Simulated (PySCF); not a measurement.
Orbital picture of ZnCl

PBE at R = 2.182 Å; basis Zn pcseg-1, Cl pcseg-1; no relativity; PySCF 2.14. State: ²Σ⁺ (doublet), unpaired electrons σ ↑. Only the outer orbitals are listed, counted within each symmetry.

```json
{"spin": "α", "orbital": "11σ", "occ.": "1", "ε (eV)": "-8.98", "on Zn (%)": "39", "main shells (%)": "59 Cl p, 32 Zn s"}
{"spin": "α", "orbital": "5π", "occ.": "1", "ε (eV)": "-7.17", "on Zn (%)": "4", "main shells (%)": "96 Cl p"}
{"spin": "α", "orbital": "5π", "occ.": "1", "ε (eV)": "-7.17", "on Zn (%)": "4", "main shells (%)": "96 Cl p"}
{"spin": "α", "orbital": "12σ", "occ.": "1", "ε (eV)": "-5.60", "on Zn (%)": "81", "main shells (%)": "65 Zn s, 20 Cl p, 14 Zn p"}
{"spin": "α", "orbital": "6π", "occ.": "0", "ε (eV)": "0.28", "on Zn (%)": "95", "main shells (%)": "95 Zn p"}
{"spin": "α", "orbital": "6π", "occ.": "0", "ε (eV)": "0.28", "on Zn (%)": "95", "main shells (%)": "95 Zn p"}
{"spin": "α", "orbital": "13σ", "occ.": "0", "ε (eV)": "2.39", "on Zn (%)": "99", "main shells (%)": "98 Zn s"}
{"spin": "β", "orbital": "11σ", "occ.": "1", "ε (eV)": "-8.64", "on Zn (%)": "36", "main shells (%)": "62 Cl p, 28 Zn s"}
{"spin": "β", "orbital": "5π", "occ.": "1", "ε (eV)": "-7.08", "on Zn (%)": "4", "main shells (%)": "96 Cl p"}
{"spin": "β", "orbital": "5π", "occ.": "1", "ε (eV)": "-7.08", "on Zn (%)": "4", "main shells (%)": "96 Cl p"}
{"spin": "β", "orbital": "12σ", "occ.": "0", "ε (eV)": "-4.53", "on Zn (%)": "83", "main shells (%)": "72 Zn s, 18 Cl p, 10 Zn p"}
{"spin": "β", "orbital": "6π", "occ.": "0", "ε (eV)": "1.03", "on Zn (%)": "95", "main shells (%)": "95 Zn p"}
{"spin": "β", "orbital": "6π", "occ.": "0", "ε (eV)": "1.03", "on Zn (%)": "95", "main shells (%)": "95 Zn p"}
```

Which are the highest filled and the lowest empty level, where do they sit, and how wide is the gap?

Highest filled α 12σ at -5.60 eV (in %: 65 Zn s, 20 Cl p, 14 Zn p); lowest empty β 12σ at -4.53 eV (in %: 72 Zn s, 18 Cl p, 10 Zn p); the gap at PBE is 1.07 eV.

| Item | Value |
| --- | --- |
| bond order (Mayer) | 0.90 |
| ⟨S²⟩ | 0.752 |
| charge on Zn (Mulliken, basis-dependent) | 0.37 |
| charge on Zn (Löwdin, basis-dependent) | 0.35 |
| dipole moment (positive dipole means Zn(−)Cl(+)) | -3.45 D |
| polarisability along the bond | 44.1 bohr³ |
| polarisability across the bond | 20.8 bohr³ |

The state was picked by a PBE0 search and need not be the measured ground state.
